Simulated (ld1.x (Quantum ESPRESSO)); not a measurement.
# Before and after: PAW potential for Ni (Z = 28)

* Element: nickel
* Generator: ld1.x (Quantum ESPRESSO) 7.5
* Type: PAW
* Functional: LDA (PZ)
* Relativity: scalar-relativistic
* Frozen core: [Ne]
* Valence charge: 18
* Reference configuration: 3s2 3p6 3d8 4s1 4p0 (charge +1)
* Partial waves: 3s (bound): rcut 1.10, rcutus 1.20 bohr; 4s (bound): rcut 1.10, rcutus 1.20 bohr; 3p (bound): rcut 1.35, rcutus 1.70 bohr; 4p (bound, empty): rcut 1.35, rcutus 1.70 bohr; 3d (bound): rcut 1.40, rcutus 1.50 bohr; 3d channel at 2.15 Ry: rcut 1.40, rcutus 1.50 bohr
* Local potential: all-electron potential smoothed inside 1.10 bohr (lloc = -1)
* Core correction: Bessel-smoothed model core inside 0.75 bohr
* Augmentation charge: BESSEL, radius 0.90 bohr

Change: wave 3d channel at 2.15 Ry: rcut 1.40, rcutus 1.50 bohr becomes 3d channel at -1.21 Ry: rcut 1.40, rcutus 1.50 bohr.

Cutoffs: the cutoffs (Ry, on a coarse ladder) from which the occupation-weighted sum of valence levels, in a spherical-Bessel basis at the reference potential, stays within 10 and 1 mRy of its value at 400 Ry; they do not see the model core or the augmentation charge, which bear on the density cutoff. Errors are all-electron minus pseudo energies relative to the spin-unpolarised reference configuration.

Problem. How do hardness, ghosts and transferability respond?

Solution. The potential gets neither clearly harder nor softer (60 Ry and 90 Ry → 55 Ry and 90 Ry); of the 9 tests that both files solve, the error grows in 0 and shrinks in 4 by more than 15 % and 0.3 meV (median size 5.0 → 5.3 meV); neither file shows a bound ghost.

```csv
quantity,base,changed
"cutoff, loose",60 Ry,55 Ry
"cutoff, tight",90 Ry,90 Ry
bound ghosts,none,none
"error for 3s2 3p6 3d8 4s2 4p0, meV [ΔE -9.60 eV]",+0.6,+0.6
"error for 3s2 3p6 3d8 4s0 4p0, meV [ΔE 17.66 eV]",-2.1,-1.9
"error for 3s2 3p6 3d7 4s0 4p0, meV [ΔE 55.46 eV]",-5.0,-5.3
"error for 3s2 3p6 3d7 4s2 4p1, meV [ΔE 1.05 eV]",-7.5,-5.6
"error for 3s2 3p6 3d7 4s2 4p0, meV [ΔE 6.81 eV]",-7.5,-6.1
"error for 3s2 3p5 3d8 4s2 4p0, meV [ΔE 69.82 eV]",-45,-42
"error for 3s2 3p6 3d6 4s0 4p0, meV [ΔE 113.32 eV]",-52,-44
"error for 3s2 3p6 3d8 4s1 4p0 (spin-polarised), meV [ΔE -1.37 eV]",-1.1,-0.9
"error for 3s2 3p6 3d8 4s2 4p0 (spin-polarised), meV [ΔE -10.51 eV]",-0.7,-0.3
s: phases at 1.84 bohr within 0.05 rad from the reference energy up to (Ry; the scan ends near 5),to the end of the scan,to the end of the scan
p: phases at 1.84 bohr within 0.05 rad from the reference energy up to (Ry; the scan ends near 5),to the end of the scan,to the end of the scan
d: phases at 1.84 bohr within 0.05 rad from the reference energy up to (Ry; the scan ends near 5),to the end of the scan,to the end of the scan
lowest overlap eigenvalue by channel,"s 0.05, p 0.74, d 0.85","s 0.05, p 0.74, d 0.97"
```
